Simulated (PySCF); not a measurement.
Al(Cl)(NCO)(OH) (CHAlClNO2), SMILES O=C=[N][Al]([OH])[Cl]. Atoms are numbered in the order given.

```xyz
7

Al    -0.4149     0.5701     0.0000
Cl     1.1846     1.9173     0.0000
N     -0.1024    -1.1765     0.0000
C      0.1816    -2.3562     0.0000
O      0.4473    -3.5071     0.0000
O     -1.9886     1.2194     0.0000
H     -2.7873     0.6691     0.0000
```
Charge 0, spin multiplicity 1.

Geometry: PBE-D3(BJ)/def2-SVP. Other conformers were not sampled.

These are PBE-D3(BJ)/def2-SVP (PySCF) values and carry that method's errors.

Frequencies are harmonic and unscaled.

```
mode  ν (cm⁻¹)  IR (km/mol)  moving atoms (share of kinetic energy)
----  --------  -----------  --------------------------------------
1           54          1.1                 O 47 %, Cl 23 %, N 20 %
2           86          1.5                          N 54 %, O 36 %
3          179          4.2        O 41 %, Cl 23 %, N 16 %, Al 10 %
4          218         29.7          N 41 %, O 23 %, Cl 14 %, H 9 %
5          247         31.6                  Al 65 %, N 15 %, O 9 %
6          332        134.1                          H 87 %, O 11 %
7          440         13.3         Cl 36 %, O 35 %, Al 13 %, C 9 %
8          554        116.8                          H 67 %, O 19 %
9          592         17.6                  C 72 %, O 15 %, N 13 %
10         603         24.3                  C 72 %, O 14 %, N 14 %
11         657        308.6         Al 62 %, O 13 %, H 11 %, Cl 9 %
12         893        104.6                         O 46 %, Al 45 %
13        1465         39.1                          N 57 %, O 40 %
14        2385       1220.0                  C 70 %, N 18 %, O 12 %
15        3816         95.7                                  H 94 %
```
